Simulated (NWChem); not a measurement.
System: CH$_{4}$F$_{3}$NSi; SMILES F[Si](F)(F)CN

```xyz
10

N     -0.0163     2.3592     0.0000
C      0.8950     1.2199     0.0000
Si     0.0315    -0.4211     0.0000
F     -0.9256    -0.5520    -1.2858
F      1.0085    -1.6951     0.0000
F     -0.9256    -0.5520     1.2858
H     -0.6226     2.3439    -0.8176
H     -0.6226     2.3439     0.8176
H      1.5663     1.2827    -0.8737
H      1.5663     1.2827     0.8737
```
Atoms are numbered in this order, from 1.

All runs: NWChem. Pople sets run with spherical d functions. Medium grid unless said otherwise, to which SCAN and Minnesota functionals are sensitive. All runs use the structure optimised with PBE0/def2-SVP. Hybrids' shares of exact exchange are those that their runs print; pure functionals count as 0. The functionals differ in more than this share.

```
row           share of exact exchange  highest occupied level (eV)
------------  -----------------------  ---------------------------
PBE/6-31G*                       0.00                        -5.41
BP86/6-31G*                      0.00                        -5.52
TPSSh/6-31G*                     0.10                     withheld
B3LYP/6-31G*                     0.20                        -6.70
MPW1K/6-31G*                     0.43                        -8.18
MN15/6-31G*                      0.44                        -7.75
```

Question: Fit a straight line of the last column on the one before it, predict the withheld value, and compare with the run.

Answer: 
1. Means of the 5 shown rows: x = 0.214, y = -6.712. Slope Σ(x − x̄)(y − ȳ)/Σ(x − x̄)² = -1.086/0.1895 = -5.728; intercept -5.486.
2. The shown rows scatter about the line by 0.162 (root mean square); the largest residual is +0.26, at MN15/6-31G*.
3. At x = 0.10 (TPSSh/6-31G*; inside the shown range) the line gives -6.06.
4. The run gives -6.16, -0.10 from the line, 0.6 times the scatter.
